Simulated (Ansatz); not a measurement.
A run for Ansatz (a first-principles code): R-B97M-V/def2-TZVPP on Si2H6 (SMILES [SiH3][SiH3]).

Ansatz 0.2 input:
```yaml
crystal:
  periodic: [false, false, false]
  atoms:
    - {symbol: Si, position_ang: [0.00000030, -0.00000000, 1.17215758]}
    - {symbol: Si, position_ang: [-0.00000030, 0.00000000, -1.17215758]}
    - {symbol: H, position_ang: [1.39114148, -0.00000000, 1.68665042]}
    - {symbol: H, position_ang: [-0.69557088, 1.20476382, 1.68665028]}
    - {symbol: H, position_ang: [-0.69557088, -1.20476382, 1.68665028]}
    - {symbol: H, position_ang: [0.69557088, 1.20476382, -1.68665028]}
    - {symbol: H, position_ang: [-1.39114148, 0.00000000, -1.68665042]}
    - {symbol: H, position_ang: [0.69557088, -1.20476382, -1.68665028]}
basis:
  gaussian:
    orbitals: def2-TZVPP
hamiltonian:
  xc: {name: B97M-V}
scf: {lower_state_search: off}
```

Program output:

```
WARN ansatz: RAYON_NUM_THREADS=4 ignored (pool sized by the plan → 4); use --threads N
Functional definition: B97M-V
these checks for a lower state are left out or cut short: stability, starts, cluster_reference, orbital_swaps, neighbouring_geometries, increment
integrals: 0.08 GiB planned
930 factors; their error is unknown
mean field: 0.65 GiB planned
mean field evaluation 1: about -15848.2235 eV, gradient 1.4e1 eV
mean field evaluation 2: about -15848.9346 eV, gradient 7.4e0 eV
mean field evaluation 4: about -15849.1203 eV, gradient 5.8e-1 eV
mean field evaluation 8: about -15849.0957 eV, gradient 1.5e-1 eV
mean field evaluation 16: about -15849.0957 eV, gradient 6.5e-6 eV
mean field -15849.09571476 eV, -582.4435246145 hartree, gradient 5.2e-6 eV, S^2 0.000000; 0 other end points of the search recorded, 0 dependent functions left out
reference -15849.09578166 eV, -582.4435270731 hartree; 17, 17 occupied and 151, 151 virtual orbitals, 930 factors
Total energy: -15849.09578166 eV, -582.4435270731 hartree
Checks for a lower state left out: stability, starts, cluster_reference, orbital_swaps, neighbouring_geometries, increment
```

Self-consistency was reached.

Cost: about 4 core-seconds (a rough figure).
